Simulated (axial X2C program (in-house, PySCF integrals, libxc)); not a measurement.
**AuC: from Re and ωe to a spectrum**

A bond curve at the PBE0 level, with spin–orbit coupling, was computed with an in-house all-electron X2C program for linear molecules (integrals from PySCF) (basis Au dyall-cv3z [13s14p9d6f4g], C dyall-v3z [7s6p2d1f] (cores contracted in-house)) for the state Ω = 1/2 (⟨Sz⟩ = -0.49, ⟨Lz⟩ = 0.99 at PBE0). Its fit gives Re = 1.8306 Å, ωe = 726.5 cm⁻¹, ωexe = 4.51 cm⁻¹ and αe = 3.803e-03 cm⁻¹; the masses are 196.9666 and 12.0000 u. Two-component means X2C with spin–orbit coupling and atomic mean-field Coulomb and Gaunt terms.

(1) Find the reduced mass, Be and the force constant.

(2) Where do the fundamental and the first overtone lie?

(3) A Morse curve ties αe to the other constants (Pekeris). How well does that hold?

(4) Estimate De from a Morse curve and compare with the computed well depth of 3.051 eV to Au + C.

(5) Estimate the centrifugal constant by the Kratzer relation.

The state is one determinant whose occupation by symmetry is held fixed; it was picked as the lowest of a PBE0 search that is not exhaustive. De is counted from the lowest determinant-based energies of the atoms at the same level, without counterpoise correction. Density functionals use the spin component along the axis (collinear). In 2c an atomic determinant is not the ground J level, so De misses part of the atomic spin–orbit lowering. This holds for PBE0. Without a current term, density functionals place determinants with orbital angular momentum somewhat too high.

## Answers

(1) From the PBE0 values: μ = 11.3109 u. Be = 16.8576/(μ Re²) = 0.4447 cm⁻¹. k = 5.8918×10⁻⁷ μ ωe² = 3.52 mdyn/Å.

(2) ν(1←0) = ωe − 2ωexe = 717.5 cm⁻¹; ν(2←0) = 2ωe − 6ωexe = 1425.9 cm⁻¹.

(3) αe(Morse) = 6Be²/ωe × (√(ωexe/Be) − 1) = 3.568e-03 cm⁻¹; the PBE0 curve gives 3.803e-03 cm⁻¹, a ratio of 0.94.

(4) De(Morse) = ωe²/(4ωexe) = 3.627 eV against 3.051 eV computed, a ratio of 1.19. The extrapolation overshoots: the well softens faster than a Morse curve, or the lowest atomic limit lies below the one to which the curve heads.

(5) D = 4Be³/ωe² = 6.67e-07 cm⁻¹.
